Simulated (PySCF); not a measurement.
Computed shifts of a molecule C3H3ClF2, KT2/pcSseg-1 run with PySCF, GIAO, gas phase, atoms alike by connectivity averaged where their shifts nearly agree, in ppm (number of nuclei): ¹⁹F: -149.3 (1), -180.7 (1). ¹³C: 134.5 (1), 127.4 (1), 118.8 (1). ¹H: 6.82 (1), 6.72 (1), 6.07 (1). References: ¹⁹F against CFCl3 (σ = 127.1 ppm); ¹³C against TMS (σ = 185.1 ppm); ³⁵Cl against HCl (σ = 945.4 ppm); ¹H against TMS (σ = 31.47 ppm), references at their B3LYP-D3(BJ)/def2-TZVP geometries, non-relativistic (without spin–orbit terms, shifts of atoms bonded to Cl or Br come out too high). Coordinates come from a B3LYP-D3(BJ)/def2-SVP optimisation. Other conformers were not sampled.

Q: Which molecule gave these data?
A. C=C(Cl)C(F)F
B. FC(F)/C=C/Cl
C. FC1(F)C[C@H]1Cl
D. F[C@@H]1C[C@@]1(F)Cl

A: B, FC(F)/C=C/Cl
